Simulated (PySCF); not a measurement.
**Correlation energy of Xe²⁺ (xenon, charge +2)**

[Kr] 4d10 5s2 5p4, high-spin 3P determinant. All numbers are calculated (PySCF 2.14, scalar relativity through the core potential, in cc-pVDZ-PP with ECP28MDF). Frozen: 4s2 4p6 4d10; 6 electrons correlated.

MP2 pair energies summed by pair of shells (mhartree):

```
 pair  energy  share (%)
5p-5p  -30.24       49.9
5s-5p  -26.31       43.4
5s-5s   -4.11        6.8
```

Total MP2 correlation energy: -60.66 mhartree.

Same-spin part -15.15 and opposite-spin part -45.51 mhartree; SCS-MP2 scales them by 1/3 and 6/5 to -59.66 mhartree.

```json
{"level": "CCSD", "correlation energy (mhartree)": "-73.88"}
{"level": "(T)", "correlation energy (mhartree)": "-0.65"}
{"level": "CCSD(T)", "correlation energy (mhartree)": "-74.53"}
```

Diagnostics: T1 = 0.0060, D1 = 0.0188, largest double amplitude 0.054.

Cost of the coupled-cluster step: 0.11 s of wall time on 1 thread of Neoverse-V1 (shared host), for 6 correlated electrons.

Iterations:

```
CC2 = 0
CCSD nocc = (np.int64(4), np.int64(2)), nmo = (14, 14)
frozen orbitals [[0, 1, 2, 3, 4, 5, 6, 7, 8], [0, 1, 2, 3, 4, 5, 6, 7, 8]]
max_cycle = 100
direct = 0
conv_tol = 1e-08
conv_tol_normt = 1e-06
diis_space = 8
diis_start_cycle = 0
Init t2, MP2 energy = -0.0606631426835005
Init E_corr(UCCSD) = -0.0606631426841099
cycle = 1  E_corr(UCCSD) = -0.070903367818144  dE = -0.0102402251  norm(t1,t2) = 0.0334201
cycle = 2  E_corr(UCCSD) = -0.0730250173264873  dE = -0.00212164951  norm(t1,t2) = 0.0100624
cycle = 3  E_corr(UCCSD) = -0.073893775085828  dE = -0.000868757759  norm(t1,t2) = 0.00363083
cycle = 4  E_corr(UCCSD) = -0.0738803078720213  dE = 1.34672138e-05  norm(t1,t2) = 0.000346023
cycle = 5  E_corr(UCCSD) = -0.0738831420549761  dE = -2.83418295e-06  norm(t1,t2) = 5.76125e-05
cycle = 6  E_corr(UCCSD) = -0.0738828466351481  dE = 2.95419828e-07  norm(t1,t2) = 8.83624e-06
cycle = 7  E_corr(UCCSD) = -0.0738829189194738  dE = -7.22843257e-08  norm(t1,t2) = 1.49805e-06
cycle = 8  E_corr(UCCSD) = -0.0738828920223126  dE = 2.68971612e-08  norm(t1,t2) = 2.39266e-07
cycle = 9  E_corr(UCCSD) = -0.073882895627042  dE = -3.60472939e-09  norm(t1,t2) = 3.76222e-08
UCCSD converged
E(UCCSD) = -327.1983389543788  E_corr = -0.07388289562704203
UCCSD(T) correction = -0.000646529230306013
```
